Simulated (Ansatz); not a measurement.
Consider the formal exchange of groups at the Al–C bond: `C#[C][Al]([NH2])[F]` + `CC` → `C[CH2][Al]([NH2])[F]` + `C#C`.

Calculated with Ansatz (gas phase, PBE0-D4/def2-TZVP geometries, no zero-point term in ΔE). CBS: MP2 limit from def2 TZ/QZ plus the TZ coupled-cluster correction, frozen cores. This one scheme is used for every species. Functionals use def2-TZVPP. One conformer a species, not always the lowest.

`C#[C][Al]([NH2])[F]`:

Cartesian coordinates in Å:
```
C 1.402 1.523 -1.444
C 0.677 0.680 -0.969
Al -0.454 -0.633 -0.208
N -0.767 -0.685 1.514
F -1.165 -1.757 -1.177
H 2.040 2.266 -1.868
H -1.358 -1.357 1.976
H -0.375 -0.038 2.177
```

`CC`:

```xyz
8

C     0.138    0.702   -0.255
C    -0.138   -0.702    0.255
H    -0.700    1.372   -0.051
H     1.024    1.131    0.219
H     0.308    0.708   -1.334
H     0.700   -1.372    0.051
H    -1.024   -1.131   -0.219
H    -0.308   -0.708    1.334
```

`C[CH2][Al]([NH2])[F]`:

Z-matrix (Å, degrees):
```
C
C 1 1.529
H 1 1.094 2 111.7
H 1 1.094 2 112.0 3 -120.1
H 1 1.094 2 111.7 3 119.8
Al 2 1.947 1 115.0 3 -59.9
H 2 1.097 1 110.3 3 177.6
H 2 1.097 1 110.3 3 62.6
F 6 1.656 2 120.4 1 179.9
N 6 1.762 2 123.1 1 -0.1
H 10 1.006 6 124.5 2 -0.0
H 10 1.007 6 125.1 2 -180.0
```

`C#C`:

```xyz
4

C     0.401    0.302    0.326
C    -0.401   -0.302   -0.326
H     1.114    0.839    0.907
H    -1.114   -0.839   -0.907
```

| level | ΔE (kJ/mol) |
| --- | --- |
| BLYP-D4 | 73.2 |
| PBE | 71.8 |
| revPBE | 75.2 |
| PBE0 | 74.2 |

Q: What does CCSD(T)/CBS give? (Estimate.)

A: The calculation gave: +74.5 kJ/mol. The listed levels differ from it by -1.3, -2.7, 0.7, -0.3 kJ/mol.

Q: What do rigid-rotor, harmonic-oscillator terms from PBE0-D4/def2-TZVP frequencies (298.15 K, 1 bar) make of the CCSD(T)/CBS value? (An estimate is asked.)

A: The calculation gave: ΔZPE = -5.1 kJ/mol, ΔH = +70.4 kJ/mol, ΔS = -3 J/(mol·K), ΔG = +71.3 kJ/mol. Modes under 50 cm⁻¹ make the entropy rough.

Largest T1 diagnostic among the species: 0.013.

The D4 term adds −3.4 kJ/mol with B3LYP and −2.0 kJ/mol with PBE0; it sums over pairs of atoms, weighted by their polarisabilities, and B3LYP, whose exchange is more repulsive, gets the larger term. From BLYP to BHLYP (50 % exact exchange), in def2-TZVPP and without D4, ΔE moves by +3.8 kJ/mol. In def2-TZVPP, CCSD(T) changes the Hartree–Fock value by −12.6 kJ/mol (the triples alone add −0.8 kJ/mol) and MP2 by −11.2 kJ/mol.

B3LYP here is the variant with VWN-RPA as its local correlation; programs differ in this.
